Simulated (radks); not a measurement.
Values are calculated unless marked as measured or tabulated.
Ionisation of neutral rubidium, [Kr] 5s1, to [Kr] as the strength of local exchange is varied. Code: a radial shooting solver on a logarithmic mesh with Libxc functionals. Model: scalar-relativistic Kohn-Sham, Slater X-alpha exchange (alpha = 2/3 is LDA exchange), no correlation, spin-polarised, spherical densities, finite nucleus; open shells are filled with parallel spins first (spin-orbit coupling, left out, can overturn this in heavy ions); Fermi nuclear charge, rms radius 4.2036 fm.

alpha  E(Rb) (hartree)  exchange (hartree)  IE (eV)  -e of the level emptied (eV)  <r> of it (bohr)
0.667      -2974.31843           -93.71014    3.904                    2.116 (5s)             5.283
0.686      -2976.99226           -96.46231    3.977                    2.189 (5s)             5.237
0.789      -2991.52716          -111.46134    4.389                    2.604 (5s)             5.001
0.848      -2999.88334          -120.11337    4.633                    2.855 (5s)             4.878
0.98       -3018.65853          -139.62945    5.203                    3.448 (5s)             4.630

NIST Atomic Spectra Database: 4.177 eV (measured). The Delta-SCF value meets it near alpha = 0.74.
